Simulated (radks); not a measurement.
Values are calculated unless marked as measured or tabulated.
Effect of the nuclear size on the aluminium ion Al8+, [He] 2s2 2p1. Code: a radial shooting solver on a logarithmic mesh with Libxc functionals. Model: Dirac Kohn-Sham, relativistic LDA (MacDonald-Vosko exchange, VWN5 correlation), spin-unpolarised, spherical densities, finite nucleus; open shells are shared between the two j in proportion to 2j + 1; Fermi nuclear charge, rms radius 3.061 fm. The rms radius is varied about that value; shifts are against it.

rms radius (fm)  total energy shift (eV)  density at nucleus (e/bohr^3)  1s1/2 shift (meV)
2.7274                         -0.000778                           1527             -0.314
2.8498                         -0.000503                           1526             -0.203
3.061                                  0                           1525              0.000
3.1651                          0.000261                           1524              0.105
3.4069                          0.000900                           1523              0.364

Slopes of the eigenvalues against <r^2> in GHz/fm^2, as finite differences over the two radii next to the reference (eigenvalue slopes, not the field-shift constants of lines): 1s1/2 39.3.
